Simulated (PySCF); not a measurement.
H5BN (SMILES B[NH3+]), charge +1, singlet, geometry from GFN2-xTB, with bond 5-2 at 2.0 times its length; PySCF with B3LYP/6-31G*.

PySCF was given this input:
```python
from pyscf import gto, scf, dft

mol = gto.Mole()
mol.atom = '''
    B     0.882639    0.092840   -0.007377
    N    -0.616010   -0.067843   -0.009475
    H     1.537489   -0.852543    0.171414
    H     1.320212    1.160973   -0.156671
    H    -1.245079    0.220883    1.932126
    H    -0.927964   -1.006052   -0.287862
    H    -1.100315    0.631803   -0.584997
'''
mol.basis = '6-31g*'
mol.charge = 1
mol.spin = 0
mol.verbose = 4
mol.build()

mf = dft.RKS(mol)
mf.xc = 'b3lyp'
mf.diis = False
mf.damp = 0.3
mf.diis_start_cycle = 200
mf.max_cycle = 150
mf.kernel()
mf.analyze()
```

Task: What does PySCF print? Leave out banner, timings and long lists.

Result: 
```
PySCF version 2.14.0

[INPUT] verbose = 4
[INPUT] num. atoms = 7
[INPUT] num. electrons = 16
[INPUT] charge = 1
[INPUT] spin (= nelec alpha-beta = 2S) = 0
[INPUT] symmetry False subgroup None
[INPUT] Mole.unit = angstrom
[INPUT] Symbol           X                Y                Z      unit          X                Y                Z       unit  Magmom
[...]
nuclear repulsion = 34.5183096772282
number of shells = 22
number of NR pGTOs = 74
number of NR cGTOs = 38
basis = 6-31g*
ecp = {}

******** <class 'pyscf.dft.rks.RKS'> ********
method = RKS
initial guess = minao
damping factor = 0.3
level_shift factor = 0
DIIS disabled
SCF conv_tol = 1e-09
SCF conv_tol_grad = None
SCF max_cycles = 150
direct_scf = True
direct_scf_tol = 1e-13
XC library pyscf.dft.libxc version 7.1.2
    S. Lehtola, C. Steigemann, M. J. T. Oliveira, and M. A. L. Marques,  SoftwareX 7, 1–5 (2018)
XC functionals = b3lyp
    P. J. Stephens, F. J. Devlin, C. F. Chabalowski, and M. J. Frisch,  J. Phys. Chem. 98, 11623 (1994)
radial grids:
    Treutler-Ahlrichs [JCP 102, 346 (1995); DOI:10.1063/1.469408] (M4) radial grids

becke partition: Becke, JCP 88, 2547 (1988); DOI:10.1063/1.454033
pruning grids: <function nwchem_prune>
grids dens level: 3
symmetrized grids: False
atomic radii adjust function: <function treutler_atomic_radii_adjust>
small_rho_cutoff = 0
Set gradient conv threshold to 3.16228e-05
Initial guess from minao.
tot grids = 76992
init E= -82.3301354347843
[...]
cycle= 1 E= -82.142925078322  delta_E= 0.187  |g|= 0.242  |ddm|= 1.98
[...]
cycle= 2 E= -82.1354513938536  delta_E= 0.00747  |g|= 0.401  |ddm|= 0.666
[...]
cycle= 3 E= -82.0925626922317  delta_E= 0.0429  |g|= 0.569  |ddm|= 0.752
[...]
cycle= 4 E= -81.9504639118556  delta_E= 0.142  |g|= 0.862  |ddm|= 1.06
[...]
cycle= 5 E= -81.8890249306097  delta_E= 0.0614  |g|= 1.05  |ddm|= 1.35
[...]
cycle= 6 E= -81.6748237246243  delta_E= 0.214  |g|= 1.26  |ddm|= 1.61
[...]
cycle= 7 E= -81.6804927460342  delta_E= -0.00567  |g|=  1.4  |ddm|=  1.8
[...]
cycle= 8 E= -81.5057866001414  delta_E= 0.175  |g|= 1.45  |ddm|= 1.93
[...]
cycle= 9 E= -81.5750599801853  delta_E= -0.0693  |g|= 1.55  |ddm|=    2
[...]
cycle= 10 E= -81.4331535718144  delta_E= 0.142  |g|= 1.52  |ddm|= 2.05
[...]
cycle= 11 E= -81.5335427055543  delta_E= -0.1  |g|= 1.61  |ddm|= 2.08
[...]
cycle= 12 E= -81.4061997134107  delta_E= 0.127  |g|= 1.55  |ddm|=  2.1
[...]
cycle= 13 E= -81.5186224603274  delta_E= -0.112  |g|= 1.63  |ddm|= 2.11
[...]
cycle= 14 E= -81.3967016807842  delta_E= 0.122  |g|= 1.56  |ddm|= 2.11
[...]
cycle= 15 E= -81.5134214159135  delta_E= -0.117  |g|= 1.64  |ddm|= 2.12
[...]
cycle= 16 E= -81.3934117634051  delta_E= 0.12  |g|= 1.56  |ddm|= 2.12
[...]
cycle= 17 E= -81.5116262295904  delta_E= -0.118  |g|= 1.64  |ddm|= 2.12
[...]
cycle= 18 E= -81.3922784592693  delta_E= 0.119  |g|= 1.56  |ddm|= 2.12
[...]
cycle= 19 E= -81.5110085289273  delta_E= -0.119  |g|= 1.64  |ddm|= 2.12
[...]
cycle= 20 E= -81.3918887415749  delta_E= 0.119  |g|= 1.57  |ddm|= 2.12
[...]
cycle= 21 E= -81.5107961924889  delta_E= -0.119  |g|= 1.64  |ddm|= 2.12
[...]
cycle= 22 E= -81.3917547990521  delta_E= 0.119  |g|= 1.57  |ddm|= 2.12
[...]
cycle= 23 E= -81.510723222647  delta_E= -0.119  |g|= 1.64  |ddm|= 2.12
[...]
cycle= 24 E= -81.3917087717849  delta_E= 0.119  |g|= 1.57  |ddm|= 2.12
[...]
cycle= 25 E= -81.5106981485742  delta_E= -0.119  |g|= 1.64  |ddm|= 2.12
[...]
cycle= 26 E= -81.3916929559848  delta_E= 0.119  |g|= 1.57  |ddm|= 2.12
[...]
cycle= 27 E= -81.5106895327592  delta_E= -0.119  |g|= 1.64  |ddm|= 2.12
[...]
cycle= 28 E= -81.3916875214588  delta_E= 0.119  |g|= 1.57  |ddm|= 2.12
[...]
cycle= 29 E= -81.5106865722553  delta_E= -0.119  |g|= 1.64  |ddm|= 2.12
[...]
cycle= 30 E= -81.3916856540863  delta_E= 0.119  |g|= 1.57  |ddm|= 2.12
[...]
cycle= 31 E= -81.5106855549886  delta_E= -0.119  |g|= 1.64  |ddm|= 2.12
[...]
cycle= 32 E= -81.391685012433  delta_E= 0.119  |g|= 1.57  |ddm|= 2.12
[...]
cycle= 33 E= -81.5106852054429  delta_E= -0.119  |g|= 1.64  |ddm|= 2.12
[...]
cycle= 34 E= -81.3916847919525  delta_E= 0.119  |g|= 1.57  |ddm|= 2.12
[...]
cycle= 35 E= -81.5106850853344  delta_E= -0.119  |g|= 1.64  |ddm|= 2.12
[...]
cycle= 36 E= -81.3916847161929  delta_E= 0.119  |g|= 1.57  |ddm|= 2.12
[...]
cycle= 37 E= -81.5106850440635  delta_E= -0.119  |g|= 1.64  |ddm|= 2.12
[...]
cycle= 38 E= -81.3916846901603  delta_E= 0.119  |g|= 1.57  |ddm|= 2.12
[...]
cycle= 39 E= -81.5106850298825  delta_E= -0.119  |g|= 1.64  |ddm|= 2.12
[...]
cycle= 40 E= -81.3916846812156  delta_E= 0.119  |g|= 1.57  |ddm|= 2.12
[...]
cycle= 41 E= -81.5106850250095  delta_E= -0.119  |g|= 1.64  |ddm|= 2.12
[...]
cycle= 42 E= -81.3916846781416  delta_E= 0.119  |g|= 1.57  |ddm|= 2.12
[...]
cycle= 43 E= -81.5106850233351  delta_E= -0.119  |g|= 1.64  |ddm|= 2.12
[...]
cycle= 44 E= -81.3916846770858  delta_E= 0.119  |g|= 1.57  |ddm|= 2.12
[...]
cycle= 45 E= -81.5106850227598  delta_E= -0.119  |g|= 1.64  |ddm|= 2.12
[...]
cycle= 46 E= -81.3916846767228  delta_E= 0.119  |g|= 1.57  |ddm|= 2.12
[...]
cycle= 47 E= -81.5106850225622  delta_E= -0.119  |g|= 1.64  |ddm|= 2.12
[...]
cycle= 48 E= -81.3916846765982  delta_E= 0.119  |g|= 1.57  |ddm|= 2.12
[...]
cycle= 49 E= -81.5106850224943  delta_E= -0.119  |g|= 1.64  |ddm|= 2.12
[...]
cycle= 50 E= -81.3916846765553  delta_E= 0.119  |g|= 1.57  |ddm|= 2.12
[...]
cycle= 51 E= -81.5106850224709  delta_E= -0.119  |g|= 1.64  |ddm|= 2.12
[...]
cycle= 52 E= -81.3916846765406  delta_E= 0.119  |g|= 1.57  |ddm|= 2.12
[...]
cycle= 53 E= -81.510685022463  delta_E= -0.119  |g|= 1.64  |ddm|= 2.12
[...]
cycle= 54 E= -81.3916846765357  delta_E= 0.119  |g|= 1.57  |ddm|= 2.12
[...]
cycle= 55 E= -81.5106850224601  delta_E= -0.119  |g|= 1.64  |ddm|= 2.12
[...]
cycle= 56 E= -81.3916846765337  delta_E= 0.119  |g|= 1.57  |ddm|= 2.12
[...]
cycle= 57 E= -81.5106850224592  delta_E= -0.119  |g|= 1.64  |ddm|= 2.12
[...]
cycle= 58 E= -81.3916846765331  delta_E= 0.119  |g|= 1.57  |ddm|= 2.12
[...]
[...]
cycle= 87 E= -81.5106850224588  delta_E= -0.119  |g|= 1.64  |ddm|= 2.12
[...]
cycle= 88 E= -81.3916846765329  delta_E= 0.119  |g|= 1.57  |ddm|= 2.12
[...]
cycle= 89 E= -81.5106850224587  delta_E= -0.119  |g|= 1.64  |ddm|= 2.12
[...]
cycle= 90 E= -81.391684676533  delta_E= 0.119  |g|= 1.57  |ddm|= 2.12
[...]
cycle= 91 E= -81.5106850224586  delta_E= -0.119  |g|= 1.64  |ddm|= 2.12
[...]
cycle= 92 E= -81.3916846765329  delta_E= 0.119  |g|= 1.57  |ddm|= 2.12
[...]
cycle= 93 E= -81.5106850224587  delta_E= -0.119  |g|= 1.64  |ddm|= 2.12
[...]
cycle= 94 E= -81.3916846765329  delta_E= 0.119  |g|= 1.57  |ddm|= 2.12
[...]
cycle= 95 E= -81.5106850224587  delta_E= -0.119  |g|= 1.64  |ddm|= 2.12
[...]
cycle= 96 E= -81.3916846765329  delta_E= 0.119  |g|= 1.57  |ddm|= 2.12
[...]
cycle= 97 E= -81.5106850224586  delta_E= -0.119  |g|= 1.64  |ddm|= 2.12
[...]
cycle= 98 E= -81.391684676533  delta_E= 0.119  |g|= 1.57  |ddm|= 2.12
[...]
cycle= 99 E= -81.5106850224587  delta_E= -0.119  |g|= 1.64  |ddm|= 2.12
[...]
cycle= 100 E= -81.3916846765329  delta_E= 0.119  |g|= 1.57  |ddm|= 2.12
[...]
cycle= 101 E= -81.5106850224588  delta_E= -0.119  |g|= 1.64  |ddm|= 2.12
[...]
cycle= 102 E= -81.391684676533  delta_E= 0.119  |g|= 1.57  |ddm|= 2.12
[...]
cycle= 103 E= -81.5106850224588  delta_E= -0.119  |g|= 1.64  |ddm|= 2.12
[...]
cycle= 104 E= -81.391684676533  delta_E= 0.119  |g|= 1.57  |ddm|= 2.12
[...]
cycle= 105 E= -81.5106850224587  delta_E= -0.119  |g|= 1.64  |ddm|= 2.12
[...]
cycle= 106 E= -81.3916846765329  delta_E= 0.119  |g|= 1.57  |ddm|= 2.12
[...]
cycle= 107 E= -81.5106850224588  delta_E= -0.119  |g|= 1.64  |ddm|= 2.12
[...]
cycle= 108 E= -81.3916846765329  delta_E= 0.119  |g|= 1.57  |ddm|= 2.12
[...]
cycle= 109 E= -81.5106850224588  delta_E= -0.119  |g|= 1.64  |ddm|= 2.12
[...]
cycle= 110 E= -81.391684676533  delta_E= 0.119  |g|= 1.57  |ddm|= 2.12
[...]
cycle= 111 E= -81.5106850224588  delta_E= -0.119  |g|= 1.64  |ddm|= 2.12
[...]
cycle= 112 E= -81.391684676533  delta_E= 0.119  |g|= 1.57  |ddm|= 2.12
[...]
cycle= 113 E= -81.5106850224587  delta_E= -0.119  |g|= 1.64  |ddm|= 2.12
[...]
cycle= 114 E= -81.3916846765329  delta_E= 0.119  |g|= 1.57  |ddm|= 2.12
[...]
cycle= 115 E= -81.5106850224587  delta_E= -0.119  |g|= 1.64  |ddm|= 2.12
[...]
cycle= 116 E= -81.3916846765331  delta_E= 0.119  |g|= 1.57  |ddm|= 2.12
[...]
cycle= 117 E= -81.5106850224588  delta_E= -0.119  |g|= 1.64  |ddm|= 2.12
[...]
cycle= 118 E= -81.3916846765329  delta_E= 0.119  |g|= 1.57  |ddm|= 2.12
[...]
cycle= 119 E= -81.5106850224589  delta_E= -0.119  |g|= 1.64  |ddm|= 2.12
[...]
cycle= 120 E= -81.391684676533  delta_E= 0.119  |g|= 1.57  |ddm|= 2.12
[...]
cycle= 121 E= -81.5106850224588  delta_E= -0.119  |g|= 1.64  |ddm|= 2.12
[...]
cycle= 122 E= -81.3916846765329  delta_E= 0.119  |g|= 1.57  |ddm|= 2.12
[...]
cycle= 123 E= -81.5106850224588  delta_E= -0.119  |g|= 1.64  |ddm|= 2.12
[...]
cycle= 124 E= -81.391684676533  delta_E= 0.119  |g|= 1.57  |ddm|= 2.12
[...]
cycle= 125 E= -81.5106850224589  delta_E= -0.119  |g|= 1.64  |ddm|= 2.12
[...]
cycle= 126 E= -81.391684676533  delta_E= 0.119  |g|= 1.57  |ddm|= 2.12
[...]
cycle= 127 E= -81.5106850224587  delta_E= -0.119  |g|= 1.64  |ddm|= 2.12
[...]
cycle= 128 E= -81.3916846765331  delta_E= 0.119  |g|= 1.57  |ddm|= 2.12
[...]
cycle= 129 E= -81.5106850224587  delta_E= -0.119  |g|= 1.64  |ddm|= 2.12
[...]
cycle= 130 E= -81.391684676533  delta_E= 0.119  |g|= 1.57  |ddm|= 2.12
[...]
cycle= 131 E= -81.5106850224589  delta_E= -0.119  |g|= 1.64  |ddm|= 2.12
[...]
cycle= 132 E= -81.3916846765329  delta_E= 0.119  |g|= 1.57  |ddm|= 2.12
[...]
cycle= 133 E= -81.5106850224588  delta_E= -0.119  |g|= 1.64  |ddm|= 2.12
[...]
cycle= 134 E= -81.391684676533  delta_E= 0.119  |g|= 1.57  |ddm|= 2.12
[...]
cycle= 135 E= -81.5106850224587  delta_E= -0.119  |g|= 1.64  |ddm|= 2.12
[...]
cycle= 136 E= -81.3916846765329  delta_E= 0.119  |g|= 1.57  |ddm|= 2.12
[...]
cycle= 137 E= -81.5106850224588  delta_E= -0.119  |g|= 1.64  |ddm|= 2.12
[...]
cycle= 138 E= -81.391684676533  delta_E= 0.119  |g|= 1.57  |ddm|= 2.12
[...]
cycle= 139 E= -81.5106850224587  delta_E= -0.119  |g|= 1.64  |ddm|= 2.12
[...]
cycle= 140 E= -81.391684676533  delta_E= 0.119  |g|= 1.57  |ddm|= 2.12
[...]
cycle= 141 E= -81.5106850224588  delta_E= -0.119  |g|= 1.64  |ddm|= 2.12
[...]
cycle= 142 E= -81.3916846765329  delta_E= 0.119  |g|= 1.57  |ddm|= 2.12
[...]
cycle= 143 E= -81.5106850224588  delta_E= -0.119  |g|= 1.64  |ddm|= 2.12
[...]
cycle= 144 E= -81.3916846765329  delta_E= 0.119  |g|= 1.57  |ddm|= 2.12
[...]
cycle= 145 E= -81.5106850224587  delta_E= -0.119  |g|= 1.64  |ddm|= 2.12
[...]
cycle= 146 E= -81.391684676533  delta_E= 0.119  |g|= 1.57  |ddm|= 2.12
[...]
cycle= 147 E= -81.5106850224587  delta_E= -0.119  |g|= 1.64  |ddm|= 2.12
[...]
cycle= 148 E= -81.3916846765329  delta_E= 0.119  |g|= 1.57  |ddm|= 2.12
[...]
cycle= 149 E= -81.5106850224587  delta_E= -0.119  |g|= 1.64  |ddm|= 2.12
[...]
cycle= 150 E= -81.391684676533  delta_E= 0.119  |g|= 1.57  |ddm|= 2.12
SCF not converged.
SCF energy = -81.391684676533
**** SCF Summaries ****
Total Energy =                         -81.391684676532989
Nuclear Repulsion Energy =              34.518309677228203
One-electron Energy =                 -166.730239289853728
Two-electron Energy =                   50.820244936092543
Two-electron Coulomb Energy =           62.715580306798856
DFT Exchange-Correlation Energy =      -11.895335370706315
HOMO-LUMO gap [eV] =                     4.444930277296982
**** MO energy ****
[...]
 ** Mulliken pop on meta-lowdin orthogonal AOs  **
 ** Mulliken pop  **
[...]
 ** Mulliken atomic charges  **
charge of    0B =     -0.00599
charge of    1N =      1.48171
charge of    2H =      0.01938
charge of    3H =      0.01844
charge of    4H =     -0.57478
charge of    5H =      0.03050
charge of    6H =      0.03073

WARN: System has nonzero charge 1; the dipole moment is origin-dependent.
Location of origin: [0. 0. 0.]

Dipole moment(X, Y, Z, Debye): -1.20897, -1.17707, -5.70466
```

Convergence was not reached.
